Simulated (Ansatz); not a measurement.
Basis-set extrapolation for `C[N]1[AlH][CH]1[SiH3]` (PBE0-D4/def2-TZVP geometry, frozen core, Ansatz 0.2.0). Multiplicity 1, RHF reference.

|  | def2-TZVPP | def2-QZVPP |
| --- | --- | --- |
| HF | -665.699788 | -665.722414 |
| MP2 correlation | -0.758682 | -0.809397 |
| CCSD(T) correlation | -0.843483 | not run |

Energies in hartree. Use E(X) = E(∞) + A·exp(−7.88·√X) for Hartree–Fock and E(X) = E(∞) + B·X^(−2.97) for correlation, with X = 3 and 4, and add CCSD(T) minus MP2 of the smaller set to the MP2 limit.

What is the CCSD(T) energy at the basis-set limit?

HF limit: -665.722414 + (-0.022626) × 0.13774 = -665.72553. MP2 limit: -0.809397 + (-0.050715) × 0.74074 = -0.84696. Higher-order term: -0.843483 − (-0.758682) = -0.08480. Total: -666.65729 hartree, 71.5 kcal/mol below CCSD(T)/def2-TZVPP.
